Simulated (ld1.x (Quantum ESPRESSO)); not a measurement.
**Before and after: TM semilocal potential for fluorine**

```
Element                 : fluorine (F)
Generator               : ld1.x (Quantum ESPRESSO) 7.5
Type                    : norm-conserving Troullier–Martins (semilocal form)
Functional              : BLYP
Relativity              : scalar-relativistic
Frozen core             : [He]
Valence charge          : 7
Reference configuration : 2s2 2p4.75 (charge +0.25)
Partial waves           : 2p (bound): rc 1.25 bohr; 3d channel at -0.2 Ry: rc 0.95 bohr; 2s (bound): rc 0.75 bohr
Local potential         : the s channel
Core correction         : a·sin(br)/r model core inside 0.65 bohr
```

All-electron outer shells of the reference configuration (BLYP, scalar-relativistic, ld1.x):

| shell | level (eV) | outermost node (bohr) | outermost maximum (bohr) |
| --- | --- | --- | --- |
| 1s | -668.87 | – | 0.11 |
| 2s | -33.81 | 0.24 | 0.76 |
| 2p | -15.05 | – | 0.70 |

Change: all radii but the core radius scaled by about 0.75 (s 0.56, p 0.94, d 0.72 bohr).

Cutoffs: the cutoffs (Ry, on a coarse ladder) from which the occupation-weighted sum of valence levels, in a spherical-Bessel basis at the reference potential, stays within 10 and 1 mRy of its value at 400 Ry; they do not see the model core or the augmentation charge, which bear on the density cutoff. Errors are all-electron minus pseudo energies relative to the spin-unpolarised reference configuration.

What does the change do?

The potential gets harder (160 Ry and 260 Ry → 230 Ry and 300 Ry); of the 7 tests that both files solve, the error grows in 0 and shrinks in 6 by more than 15 % and 0.3 meV (median size 26.0 → 9.7 meV); neither file shows a bound ghost. A smaller radius makes the pseudo-wave follow the all-electron one further in, where it bends more sharply, so more plane waves are needed. Less of the atom is replaced, so other configurations are described better. A semilocal file is local in each channel, so a ghost entry of none says nothing of the separable form that plane-wave codes build from it.

| quantity | base | changed |
| --- | --- | --- |
| cutoff, loose | 160 Ry | 230 Ry |
| cutoff, tight | 260 Ry | 300 Ry |
| loose cutoff by channel (10 mRy a level) | p 80 Ry, s 90 Ry | p 110 Ry, s 180 Ry |
| bound ghosts | none | none |
| error for 2s2 2p5, meV [ΔE -3.27 eV] | -0.3 | +0.2 |
| error for 2s2 2p4, meV [ΔE 16.13 eV] | -2.7 | -1.4 |
| error for 2s2 2p3, meV [ΔE 54.54 eV] | +44 | +12 |
| error for 2s2 2p5.3, meV [ΔE -5.94 eV] | -2.3 | +0.1 |
| error for 2s1 2p5, meV [ΔE 35.09 eV] | -26 | +9.7 |
| error for 2s2 2p2, meV [ΔE 115.24 eV] | +360 | +113 |
| error for 2s1 2p6, meV [ΔE 15.42 eV] | +29 | +23 |
